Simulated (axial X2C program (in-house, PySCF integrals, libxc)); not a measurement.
AlI: computed against measured constants

All values were computed with an in-house relativistic program for diatomic molecules. Spin-free means the one-electron spin-free X2C Hamiltonian; two-component (2c) means X2C with spin–orbit coupling and atomic mean-field two-electron Coulomb and Gaunt terms, so the difference of the two also holds small scalar two-electron terms. Basis: I dyall-cv3z [11s12p8d4f1g], Al dyall-v3z [8s8p2d1f] (cores contracted in-house); Gaussian nuclei, density fitting, unrestricted open shells. Masses: I 126.904 u, Al 26.982 u.

```csv
Hamiltonian,level,Re (Å),ωe (cm⁻¹),ωexe (cm⁻¹),De (eV)
spin-free,PBE0,2.558,311.4,0.921,3.90
spin-free,HF,2.583,302.5,0.984,2.84
spin-free,MP2,2.555,318.5,0.975,3.92
spin-free,CCSD,2.558,316.7,0.992,3.67
spin-free,CCSD(T),2.558,317.4,0.984,3.79
spin-free,TPSS,2.571,304.8,0.918,3.92
spin-free,BLYP,2.606,287.5,0.943,3.78
spin-free,TPSSh,2.564,308.4,0.919,3.89
2c,PBE0,2.561,309.7,0.925,3.64
2c,HF,2.586,301.2,0.981,2.54
2c,MP2,2.558,317.2,0.975,3.63
2c,CCSD,2.561,315.3,0.992,3.38
2c,CCSD(T),2.560,316.1,0.986,3.50
2c,TPSS,2.574,303.1,0.925,3.69
2c,BLYP,2.610,285.3,0.953,3.48
2c,TPSSh,2.567,306.7,0.924,3.66
```

De refers to I + Al.

Correlated methods: 10 electrons correlated (number of frozen shells: I 4 s, 3 p, 2 d; Al 2 s, 1 p), 218 virtual spin orbitals or spinors in MP2, 120 natural virtuals in coupled cluster.

Measured (Huber and Herzberg, Constants of Diatomic Molecules, 1979; state 1Σ+): Re (Å) 2.5371, ωe (cm⁻¹) 316.1, ωexe (cm⁻¹) 1.

(1) Work out the error of each level, computed minus measured.

The state is one determinant whose occupation by symmetry is held fixed; it was picked as the lowest of a PBE0 search that is not exhaustive. Closed shells are restricted here (equal orbitals for both partners); the stretched side of such a curve lies too high. De is counted from the lowest determinant-based energies of the atoms at the same level, without counterpoise correction. Coupled cluster ran in a truncated set of natural virtual spinors; the MP2 energy of the rest was added. (T) has no such correction and the atoms are truncated less, which lowers De at CCSD(T) by a hundredth of an eV or more. In 2c an atomic determinant is not the ground J level, so De misses part of the atomic spin–orbit lowering. This holds for PBE0, TPSS, BLYP, TPSSh. Without a current term, density functionals place determinants with orbital angular momentum somewhat too high.

## Answers

(1) 

```csv
Hamiltonian,level,Re (Å),ωe (cm⁻¹),ωexe (cm⁻¹)
spin-free,PBE0,0.021,-4.7,-0.08
spin-free,HF,0.046,-13.6,-0.02
spin-free,MP2,0.018,2.4,-0.03
spin-free,CCSD,0.021,0.6,-0.01
spin-free,CCSD(T),0.021,1.3,-0.02
spin-free,TPSS,0.034,-11.3,-0.08
spin-free,BLYP,0.069,-28.6,-0.06
spin-free,TPSSh,0.027,-7.7,-0.08
2c,PBE0,0.024,-6.4,-0.07
2c,HF,0.049,-14.9,-0.02
2c,MP2,0.021,1.1,-0.03
2c,CCSD,0.024,-0.8,-0.01
2c,CCSD(T),0.023,0.0,-0.01
2c,TPSS,0.037,-13.0,-0.07
2c,BLYP,0.073,-30.8,-0.05
2c,TPSSh,0.030,-9.4,-0.08
```
